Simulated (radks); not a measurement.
Q: The mean radii <r> (bohr) of the occupied orbitals of an atom or ion are listed with their occupations. All-electron calculation, Dirac Kohn-Sham, HCTH/407, spin-unpolarised, spherical densities, finite nucleus; Fermi nuclear charge, rms radius of each element as measured or else 0.836 A^(1/3) + 0.57 fm. Program: a radial shooting solver on a logarithmic mesh with Libxc functionals.

| orbital | occ. | <r> |
|---|---|---|
| 1s1/2 | 2 | 0.01967 |
| 2s1/2 | 2 | 0.08260 |
| 2p1/2 | 2 | 0.06856 |
| 2p3/2 | 4 | 0.07601 |
| 3s1/2 | 2 | 0.2122 |
| 3p1/2 | 2 | 0.2016 |
| 3p3/2 | 4 | 0.2145 |
| 3d3/2 | 4 | 0.1875 |
| 3d5/2 | 6 | 0.1915 |
| 4s1/2 | 1 | 0.4227 |

Name the element and its charge. Open shells, if any, fill j = l - 1/2 first.

A: Z = 70, ytterbium, charge +41: Yb41+ in [Ar] 3d10 4s1. The 1s radius gives Z: for a bare nucleus <r> = (2 gamma + 1)/(2Z) with gamma = sqrt(1 - (Z/c)^2), 0.01942 bohr for Z = 70, and screening makes it slightly larger (0.01967 here). The occupations add up to 29, and the charge is Z minus that.
